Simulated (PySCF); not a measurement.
A structure optimised at PBE-D3(BJ)/def2-TZVPD, used in a PySCF frequency run:

```xyz
2

Be     0.0000     0.0000    -0.9562
F      0.0000     0.0000     0.4250
```
Charge 0, spin multiplicity 2.

Write its SMILES, formula and point group.

[Be][F], BeF, C∞v

What are its rotational constants (standard atomic weights)?

43.340 GHz (linear rotor, B only)
